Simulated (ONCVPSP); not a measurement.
Transferability test, ONCV potential for osmium (Os)

| Quantity | Value |
| --- | --- |
| Element | Os |
| Generator | ONCVPSP 4.0.1 |
| Type | optimised norm-conserving Vanderbilt (ONCV) |
| Functional | PBE |
| Relativity | scalar-relativistic |
| Frozen core | [Kr] 4d10 4f14 |
| Valence charge | 16 |
| Reference configuration | 5s2 5p6 5d6 6s2 |
| Partial waves | 5s+6s: rc 1.75 bohr, ncon 5, nbas 10, qcut 8.8 1/bohr, 3 projectors, debl 3.7 Ha; 5p: rc 1.85 bohr, ncon 4, nbas 8, qcut 7.8 1/bohr, 3 projectors, debl 4 Ha; 5d: rc 2.20 bohr, ncon 4, nbas 8, qcut 8.7 1/bohr, 3 projectors, debl 2.2 Ha |
| Local potential | polynomial inside 1.10 bohr (lpopt 5, dvloc0 3 Ha) |
| Core correction | Teter function, fcfact 4.5, rcfact 1.75 |

Energies are relative to the spin-unpolarised reference configuration 5s2 5p6 5d6 6s2; without spin polarisation the order of configurations can differ from experiment.

```tsv
valence configuration	charge	ΔE all-electron (eV)	error AE − PS (meV)
5s2 5p6 5d6 6s1	+1	9.577	-8.6
5s2 5p6 5d6 6s0	+2	26.492	-40
5s2 5p6 5d5 6s0	+3	55.339	-81
```

(1) What are ΔE and the potential's error for 5s2 5p6 5d6.5 6s1.5?

Results:

(1) ΔE = 0.054 eV all-electron; the error (AE − PS) is -5.7 meV.
